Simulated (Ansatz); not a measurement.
Born–Oppenheimer molecular dynamics of CH2BOSi (6 atoms, charge -1, multiplicity 1). It starts at the highest image of a converged band, a first-order saddle point between two minima.

Theory: RKS BLYP-D4/def2-SVP (Ansatz).

```
ensemble                      : NVE (velocity Verlet)
time step                     : 0.5 fs
steps asked                   : 200
starting velocities drawn for : 300 K
seed                          : 6517
```

First frame:

```xyz
6
Properties=species:S:1:pos:R:3
O -1.329 -2.091 0.035
Si -0.597 -0.686 -0.010
C 0.933 0.139 0.113
B 0.125 1.413 -0.129
H 2.022 0.077 0.267
H -1.155 1.149 -0.277
```

(1) How far do the bonds stretch over the last three quarters of this one trajectory? (Pairs bonded in most of those frames.)

## Answers

(1) 
| bond | mean (Å) | spread (Å) | shortest | longest |
| --- | --- | --- | --- | --- |
| O1–Si2 | 1.582 | 0.035 | 1.53 | 1.65 |
| Si2–C3 | 1.799 | 0.028 | 1.73 | 1.83 |
| Si2–H6 | 1.529 | 0.050 | 1.45 | 1.61 |
| C3–B4 | 1.485 | 0.020 | 1.45 | 1.52 |
| C3–H5 | 1.122 | 0.023 | 1.08 | 1.17 |

Mean temperature of the second half: 1126 K. The conserved energy stayed within 0.093 meV per atom of its start (net change 0.083 meV per atom), so the integration is sound. The system heated up, since it started high on the potential surface and ran downhill. A run of 0.1 ps of so small a system gives no equilibrium averages. The orbitals stay closed-shell, which can raise the energy where a bond breaks towards radicals; this wasn't checked here. Limits of this set-up: an anion without diffuse functions, the dipole of an ion depends on the origin.

The run took 4.6 min on 1 thread of Arm Neoverse V2 (shared host), peak memory 0.11 GiB.
